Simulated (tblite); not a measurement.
[C8H16NaO4S2]+ (cation solvate), SMILES O=S1(=O)CCCC1.O=S1(=O)CCCC1.[Na+] at step 1 of a GFN2-xTB optimisation (tblite, gas phase), coordinates in Å:

```
  1 O     0.093    1.299   -3.506
  2 S     1.244    1.277   -2.670
  3 O     1.147    0.821   -1.261
  4 C     2.560    0.346   -3.457
  5 C     3.464    1.418   -4.053
  6 C     3.500    2.566   -3.041
  7 C     2.051    2.878   -2.687
  8 O    -1.035   -0.622    1.448
  9 S    -2.261   -0.560    2.295
 10 O    -3.100    0.577    2.263
 11 C    -3.223   -2.047    2.004
 12 C    -2.872   -2.962    3.171
 13 C    -2.711   -2.059    4.398
 14 C    -1.773   -0.930    3.983
 15 Na    0.090    0.181    0.168
 16 H     3.068   -0.222   -2.686
 17 H     2.129   -0.306   -4.205
 18 H     4.461    1.016   -4.249
 19 H     3.051    1.776   -4.996
 20 H     4.001    3.448   -3.446
 21 H     4.043    2.256   -2.147
 22 H     1.943    3.357   -1.725
 23 H     1.569    3.461   -3.463
 24 H    -4.267   -1.749    2.033
 25 H    -2.967   -2.468    1.042
 26 H    -3.652   -3.715    3.323
 27 H    -1.930   -3.478    2.970
 28 H    -2.305   -2.607    5.253
 29 H    -3.684   -1.655    4.685
 30 H    -1.896   -0.040    4.587
 31 H    -0.737   -1.253    3.971
```

Tight-binding distances from s-block cations to their ligands are unreliable.

Question: What are the forces on the atoms (eV/Å)?

Answer: 
```
  1 O    -0.60   -0.26    0.52
  2 S     0.75   -0.03    0.52
  3 O    -0.50    0.13   -0.73
  4 C     0.41   -0.26   -0.31
  5 C    -0.03   -0.07    0.07
  6 C    -0.04    0.03    0.05
  7 C     0.32    0.51   -0.07
  8 O    -0.94    0.56    0.42
  9 S     1.13   -1.27   -0.09
 10 O     0.04    0.97   -0.57
 11 C    -0.32   -0.49   -0.01
 12 C     0.02    0.04   -0.09
 13 C     0.08    0.06   -0.02
 14 C     0.06   -0.15    0.57
 15 Na   -0.20    0.07   -0.15
 16 H     0.03   -0.08    0.03
 17 H    -0.01   -0.11   -0.04
 18 H    -0.07    0.10    0.05
 19 H    -0.04   -0.02    0.00
 20 H    -0.06   -0.12   -0.02
 21 H    -0.02   -0.04    0.01
 22 H    -0.05    0.10    0.13
 23 H    -0.06    0.07   -0.02
 24 H    -0.03   -0.01   -0.07
 25 H    -0.02   -0.04   -0.13
 26 H     0.13    0.13    0.02
 27 H    -0.06    0.03    0.00
 28 H    -0.06    0.03   -0.14
 29 H     0.06    0.03   -0.03
 30 H     0.05    0.07    0.06
 31 H     0.04    0.02    0.01
```
